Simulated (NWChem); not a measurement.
Molecule: GaHBrF; SMILES [Br][GaH][F]

Program: NWChem. Geometry: optimised at PBE0/def2-SVP. Hybrids' shares of exact exchange are those that their runs print; pure functionals count as 0. The functionals differ in more than this share.

```
row                 share of exact exchange  orbital gap (eV)
------------------  -----------------------  ----------------
PBE/def2-SVP                           0.00              5.05
revPBE/def2-SVP                        0.00              5.11
B3LYP/def2-SVP                         0.20              6.58
B97-2/def2-SVP                         0.21              6.89
PW6B95/def2-SVP                        0.28          withheld
BHandHLYP/def2-SVP                     0.50              9.01
```

Q: Fit a straight line of the last column on the one before it, predict the withheld value, and compare with the run.

A: 
1. Means of the 5 shown rows: x = 0.182, y = 6.528. Slope Σ(x − x̄)(y − ȳ)/Σ(x − x̄)² = 1.327/0.1685 = 7.879; intercept 5.094.
2. The shown rows scatter about the line by 0.078 (root mean square); the largest residual is +0.14, at B97-2/def2-SVP.
3. At x = 0.28 (PW6B95/def2-SVP; inside the shown range) the line gives 7.30.
4. The run gives 7.19, -0.11 from the line, 1.4 times the scatter.
